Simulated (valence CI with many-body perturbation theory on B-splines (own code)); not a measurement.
## Os53+: magnetic and hyperfine properties of the levels

Method: relativistic CI+MBPT: five valence electrons over a frozen Dirac-Fock core [Ar], radial functions for each j: 7 s, 7 p, 8 d, 6 f, 4 g, 1 h, with the one-electron correlation potential Σ1 (screened to all orders), the two-electron term Σ2, the three-electron term Σ3, Breit, model QED; selected single and double excitations, second order for the rest, scaled by the run's own slope (own B-spline code, finite nucleus).

No measured spectrum was set against this ion. As an estimate, large intervals hold to a few tenths of a per cent, small ones and those within an open d or f shell to about a per cent. Excitations out of the core, of the other parity, are not computed and may begin above about 258 eV (a cautious bound); beyond it only levels of the ground parity were kept, without lifetimes. Only levels of the ground parity were solved; by the run's estimate the other parity begins above the list, which can be wrong where configurations are misplaced.

A/g_I is the dipole constant over the nuclear g factor μ/I (μ in nuclear magnetons, uniformly magnetised nucleus), B/Q the quadrupole constant per barn. Both hold the static response of the core; the bare values leave it out. Large factors of s and p1/2 electrons are usually good to 5 to 10 %; those of open d and f shells near neutrality can be off by tens of per cent, and small factors of p3/2, d and f electrons come from cancelling terms and can be off by a factor of two or in sign, in half-filled shells by more. B is blank for J = 1/2, where it vanishes, and for nearly pure S terms. Energies count from the lowest level.

Levels are named by their leading jj configuration (3d3/2^4 stands for four electrons in 3d with j = 3/2), which in mixed levels can hold well under half, so a name can repeat and another be missing. Letters in brackets count levels of one name in rising energy.

```
                      Level  E (eV)      g  A/g_I (MHz)  A/g_I bare  B/Q (MHz/b)  B/Q bare
      (3d3/2^4 3d5/2) J=5/2    0.00  1.269        40100       41200        76900     77500
(3d3/2^3 3d5/2^2) J=5/2 [a]   67.63  1.329        24100       25300        28300     28500
(3d3/2^3 3d5/2^2) J=7/2 [a]   79.56  1.158        47800       48500        83100     83900
   (3d3/2^3 3d5/2^2) J=11/2   80.77  1.096        61800       62300        -3000     -3210
(3d3/2^3 3d5/2^2) J=3/2 [a]   81.59  1.143        61200       61900        68600     69300
    (3d3/2^3 3d5/2^2) J=9/2   86.70  1.128        55000       55600        85000     85700
(3d3/2^3 3d5/2^2) J=5/2 [b]   90.70  1.127        56800       57400        -5420     -5430
    (3d3/2^3 3d5/2^2) J=1/2   94.77  1.777       -32100      -29400                       
(3d3/2^3 3d5/2^2) J=7/2 [b]   95.25  1.069        67200       67600       -91400    -92300
(3d3/2^3 3d5/2^2) J=3/2 [b]  113.38  0.798       107000      106000       -89600    -90500
(3d3/2^2 3d5/2^3) J=5/2 [a]  146.05  1.311        18600       19800         4440      4500
(3d3/2^2 3d5/2^3) J=7/2 [a]  155.12  1.207        40600       41400        -3530     -3570
   (3d3/2^2 3d5/2^3) J=11/2  155.41  1.087        60300       60700         1300      1330
(3d3/2^2 3d5/2^3) J=9/2 [a]  157.54  1.139        52000       52600        -7810     -7900
   (3d3/2^2 3d5/2^3) J=13/2  160.53  1.065        64900       65300        -78.1     -69.9
(3d3/2^2 3d5/2^3) J=1/2 [a]  162.83  0.440       173000      171000                       
(3d3/2^2 3d5/2^3) J=3/2 [a]  164.04  1.160        50500       51200         2210      2210
(3d3/2^2 3d5/2^3) J=5/2 [b]  165.10  1.020        71600       71800        -7680     -7730
(3d3/2^2 3d5/2^3) J=9/2 [b]  170.50  1.095        59500       60000         1950      1970
(3d3/2^2 3d5/2^3) J=7/2 [b]  173.02  0.979        79600       79700        -1890     -1910
(3d3/2^2 3d5/2^3) J=5/2 [c]  175.42  1.046        67300       67600         7700      7750
(3d3/2^2 3d5/2^3) J=3/2 [b]  175.71  0.853        98700       98400         6430      6530
(3d3/2^2 3d5/2^3) J=7/2 [c]  182.12  1.027        72000       72200         2170      2190
(3d3/2^2 3d5/2^3) J=1/2 [b]  182.25  1.751       -42700      -40100                       
(3d3/2^2 3d5/2^3) J=9/2 [c]  191.28  1.102        58400       58900        25200     25500
(3d3/2^2 3d5/2^3) J=3/2 [c]  207.31  1.177        47200       47900       -20900    -21100
(3d3/2^2 3d5/2^3) J=5/2 [d]  211.31  1.175        47000       47700        18700     18900
  (3d3/2 3d5/2^4) J=5/2 [a]  234.82  1.235        28300       29200       -34600    -34900
  (3d3/2 3d5/2^4) J=7/2 [a]  244.19  1.176        46200       47000       -95900    -96800
     (3d3/2 3d5/2^4) J=11/2  245.61  1.067        62900       63300         1740      1950
  (3d3/2 3d5/2^4) J=3/2 [a]  247.50  0.990        67500       67600       -72700    -73400
      (3d3/2 3d5/2^4) J=9/2  253.22  1.111        55800       56300      -104000   -105000
  (3d3/2 3d5/2^4) J=5/2 [b]  258.10  1.106        56600       57100        16700     16900
  (3d3/2 3d5/2^4) J=7/2 [b]  261.67  1.013        70400       70600       107000    108000
      (3d3/2 3d5/2^4) J=1/2  269.32  1.321       -15900      -14800                       
  (3d3/2 3d5/2^4) J=3/2 [b]  286.13  0.857       104000      104000       106000    107000
            (3d5/2^5) J=5/2  332.12  1.151        44800       45500      -105000   -106000
```

Task: Take the isotope of mass number 187, with I = 1/2, μ = 0.06442 μN. What is the hyperfine structure of (3d3/2^3 3d5/2^2) J=7/2 [a]?

Result: From the table A = 6160 MHz. Shifts from the centre of gravity in MHz: F = 3: -13900, F = 4: 10800.
